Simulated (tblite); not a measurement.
Compound: C5H4OP2.
Structure used (GFN2-xTB), in Å, numbered top down from 1:
```
atom  x, y, z in Å
O1    -2.7761    1.0147    0.1379
C2    -2.0994    0.0252    0.0485
C3    -0.6193    0.0028    0.0130
C4     0.0209    1.2336    0.0926
P5     1.7186    1.5681    0.0783
C6     2.4105   -0.0133   -0.0601
P7     1.6954   -1.5855   -0.1633
C8    -0.0005   -1.2357   -0.0960
H9    -2.5610   -0.9805   -0.0167
H10   -0.6348    2.0946    0.1737
H11    3.4971   -0.0214   -0.0872
H12   -0.6501   -2.1034   -0.1466
```

Computed with GFN2-xTB (tblite): harmonic, unscaled wavenumbers at the GFN2-xTB geometry, gas phase. Against measured fundamentals such values can be off by several per cent, at times by over 20. One conformer, not necessarily the lowest.

Harmonic wavenumbers (cm⁻¹): 76.5, 147.3, 198.5, 202.9, 278.1, 344.4, 382.8, 488.1, 542.2, 661.2, 727.6, 753.9, 804.6, 828.2, 828.5, 880.7, 923.7, 987.1, 1041.9, 1146.7, 1196.8, 1270.5, 1375.8, 1424.7, 1475.7, 1752.3, 2752.5, 2998.5, 3018.2, 3025.6.

A = 2458, B = 1151, C = 784.1 MHz; mass 141.974 u (most abundant isotopes); point group Cs, symmetry number 1.

Question: What is the zero-point energy?

Answer: ½Σν̃ = 16268 cm⁻¹ = 194.61 kJ/mol.

Question: What is S at 273.15 K and 1 bar for an ideal gas of classical rigid rotors and harmonic oscillators?

Answer: Translation 168.84, rotation 121.76, vibration 67.86: S = 358.5 J/(mol K).

Question: And Cp and H(273.15 K) − H(0)?

Answer: Cp = 116.42 J/(mol K), of which vibrations give 83.16 (their classical limit is 30 R = 249.4); H(273.15 K) − H(0) = 19.80 kJ/mol without the zero-point energy, 10.72 from vibrations.

Question: Blend soft modes into free rotors: weight 1/[1 + (100 cm⁻¹/ν̃)⁴] for the oscillator and the rest for a rotor with moment μB/(μ + B), μ = h/(8π²ν), B = 10⁻⁴⁴ kg m². What vibrational entropy results?

Answer: 65.45 J/(mol K) in place of 67.86, which changes −T·S at 273.15 K by +0.66 kJ/mol.

Question: What must be added to the electronic energy to get the Gibbs energy at 273.15 K and 1 bar?

Answer: ZPE + [H(273.15 K) − H(0)] − T·S = 194.61 + 19.80 − 97.91 = 116.50 kJ/mol.

Question: Which modes carry the vibrational entropy at 273.15 K?

Answer: 76.5 cm⁻¹: 15.93; 147.3 cm⁻¹: 10.63; 198.5 cm⁻¹: 8.31; 202.9 cm⁻¹: 8.15; 278.1 cm⁻¹: 5.85; 344.4 cm⁻¹: 4.42 J/(mol K); the other 24 give 14.58 together.

Hindered rotation and anharmonicity are outside this model. Other conformers, if any are populated, would add a mixing term that is left out.
